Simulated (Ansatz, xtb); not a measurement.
# Relative energy of two isomers of C2H9GaGeO

Structure a is `[CH3][Ga]([GeH3])[CH2]O`, a singlet and structure b is `O[CH2][GaH][CH2][GeH3]`, a singlet. Both are isolated molecules in the gas phase, relaxed with B3LYP/def2-SVP; the shapes shown needn't be the lowest conformers.

a (Å):

```yaml
atoms:
  - { symbol: C, position_ang: [1.7333, -0.5499, -1.7317] }
  - { symbol: C, position_ang: [-0.8320, 1.2959, -0.3160] }
  - { symbol: Ga, position_ang: [0.8698, 0.2550, -0.1278] }
  - { symbol: Ge, position_ang: [1.8060, 0.0476, 2.1497] }
  - { symbol: O, position_ang: [-1.2301, 1.7649, 0.9616] }
  - { symbol: H, position_ang: [1.1678, -0.3663, -2.6585] }
  - { symbol: H, position_ang: [1.8428, -1.6394, -1.5969] }
  - { symbol: H, position_ang: [2.7507, -0.1412, -1.8555] }
  - { symbol: H, position_ang: [3.1019, -0.8009, 2.2142] }
  - { symbol: H, position_ang: [0.7995, -0.6116, 3.1239] }
  - { symbol: H, position_ang: [2.1564, 1.4329, 2.7463] }
  - { symbol: H, position_ang: [-1.5946, 0.6380, -0.7882] }
  - { symbol: H, position_ang: [-0.6584, 2.1215, -1.0409] }
  - { symbol: H, position_ang: [-2.0509, 2.2672, 0.8717] }
```

b (Å):

```yaml
atoms:
  - { symbol: C, position_ang: [-1.5581, -1.9744, -0.6878] }
  - { symbol: C, position_ang: [-2.2912, 1.4576, -0.3797] }
  - { symbol: Ga, position_ang: [-1.4488, -0.2150, 0.2755] }
  - { symbol: Ge, position_ang: [-1.1019, 2.6121, -1.4533] }
  - { symbol: O, position_ang: [-0.4709, -2.8421, -0.3837] }
  - { symbol: H, position_ang: [-0.4594, -2.9887, 0.5707] }
  - { symbol: H, position_ang: [-1.5131, -1.7804, -1.7734] }
  - { symbol: H, position_ang: [-2.5442, -2.4608, -0.5221] }
  - { symbol: H, position_ang: [-0.5999, -0.1883, 1.6153] }
  - { symbol: H, position_ang: [-3.1707, 1.2283, -1.0038] }
  - { symbol: H, position_ang: [-2.6264, 2.0587, 0.4820] }
  - { symbol: H, position_ang: [-1.8398, 3.8964, -1.8968] }
  - { symbol: H, position_ang: [-0.6247, 1.8631, -2.7189] }
  - { symbol: H, position_ang: [0.1426, 3.0200, -0.6330] }
```

**Question.** Which of the two would you expect CCSD(T)/def2-SVP + ΔMP2/def2-TZVPP electronic energies to favour?

**Answer.** Structure a; the calculation gives E(b) − E(a) = +50.1 kJ/mol.

How the difference moves with the method:

```
                             level        geometry  E(b) − E(a) (kJ/mol)  departure from the last row (kJ/mol)  job, with rough time for the two
                    B3LYP/def2-SVP  B3LYP/def2-SVP                   +53.6                                  +3.5             optimisation, 9.7 min
                       HF/def2-SVP  B3LYP/def2-SVP                   +48.6                                  −1.5           part of the CCSD(T) run
                      MP2/def2-SVP  B3LYP/def2-SVP                   +44.7                                  −5.4           part of the CCSD(T) run
                  CCSD(T)/def2-SVP  B3LYP/def2-SVP                   +47.9                                  −2.2                      single point
CCSD(T)/def2-SVP + ΔMP2/def2-TZVPP  B3LYP/def2-SVP                   +50.1                                                   single point, 3.1 min
```

As drawn, b has 1 C–Ge, 1 Ga–H in place of 1 Ga–Ge, 1 C–H.

None of the levels shown reverses the order. The largest departure from CCSD(T)/def2-SVP + ΔMP2/def2-TZVPP is that of MP2/def2-SVP, 5.4 kJ/mol. No reliable frequencies are at hand for a or b, so they aren't confirmed as minima. Levels run at GFN2-xTB geometries aren't shown. The last row adds to CCSD(T) the change of the MP2 difference between the two basis sets, here +2.2 kJ/mol.

The correlated steps freeze 21 core orbitals; the filled d shell of Ga and Ge is correlated, in a basis made for valence electrons. Codes used: Ansatz 0.2.0, xtb 6.7.1; the last row on 2 threads of Arm Neoverse V2 on a shared host.
